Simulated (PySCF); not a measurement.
Calculation: PBE-D3(BJ)/def2-TZVP // PBE0-D3(BJ)/def2-SVP run with PySCF 2.14.0. Gas-phase values, no solvent. One relaxed conformer stands for a flexible species; it need not be the lowest. Excitations are Tamm–Dancoff values on a coarser integration grid. The basis has no diffuse functions, so Rydberg states are missing or too high.

Reference species (SMILES): `Oc1c(c2-c(ccccc2)c1)B` (neutral, multiplicity 1).

```json
{
  "LUMO": "-2.97 eV",
  "S1 excitation (TDA)": "2.85 eV",
  "HOMO": "-5.47 eV"
}
```

Changed species: `Bc1c(O)cccc2cccc1-2`.

Problem. Give the shifts of the LUMO, S1 excitation (TDA) and HOMO.

Solution. the LUMO goes up by 0.18 eV, to -2.79 eV; the S1 excitation (TDA) falls by 0.61 eV, to 2.24 eV; the HOMO rises by 0.82 eV, to -4.65 eV.
